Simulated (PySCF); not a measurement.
Ge(H)2(Br)(Me) (CH5BrGe), SMILES [Br][GeH2][CH3].

Geometry optimised at ωB97X-D3(BJ)/def2-SVP.

Computed with TDDFT-M06-2X/def2-SVPD in PySCF 2.14.0.

Vertical excitations. 

Computed excitation energies, oscillator strengths and character:
| state | energy (eV) | λ (nm) | f | main pairs |
|---|---|---|---|---|
| S1 | 6.53 | 190 | 0.019 | HOMO−1→LUMO 78 %, HOMO−1→LUMO+1 15 % |
| S2 | 6.54 | 190 | 0.018 | HOMO→LUMO 79 %, HOMO→LUMO+1 13 % |
| S3 | 7.57 | 164 | 0.013 | HOMO−1→LUMO+1 55 %, HOMO→LUMO+1 21 %, HOMO−1→LUMO 9 % |
| S4 | 7.57 | 164 | 0.032 | HOMO→LUMO+1 58 %, HOMO−1→LUMO+1 20 % |
| S5 | 7.99 | 155 | 0.000 | HOMO−1→LUMO+2 82 % |
| S6 | 8.04 | 154 | 0.026 | HOMO→LUMO+2 65 %, HOMO−2→LUMO 18 % |
| S7 | 8.24 | 150 | 0.006 | HOMO−3→LUMO 38 %, HOMO→LUMO+3 20 %, HOMO→LUMO+2 17 %, HOMO−2→LUMO 9 % |
| S8 | 8.35 | 148 | 0.000 | HOMO−4→LUMO 46 %, HOMO−1→LUMO+3 39 % |
| S9 | 8.61 | 144 | 0.017 | HOMO→LUMO+4 72 %, HOMO→LUMO+7 17 % |
| S10 | 8.61 | 144 | 0.208 | HOMO−3→LUMO 36 %, HOMO→LUMO+3 31 %, HOMO−1→LUMO+4 7 % |
| T1 | 6.19 | 200 | 0 | HOMO−1→LUMO 77 %, HOMO−1→LUMO+1 14 % |
| T2 | 6.21 | 200 | 0 | HOMO→LUMO 76 %, HOMO→LUMO+1 14 % |
| T3 | 7.41 | 167 | 0 | HOMO−1→LUMO+1 59 % |
| T4 | 7.42 | 167 | 0 | HOMO→LUMO+1 57 % |
Triplets are in the Tamm–Dancoff approximation, which puts them higher than full response would, so one can lie above its singlet here.
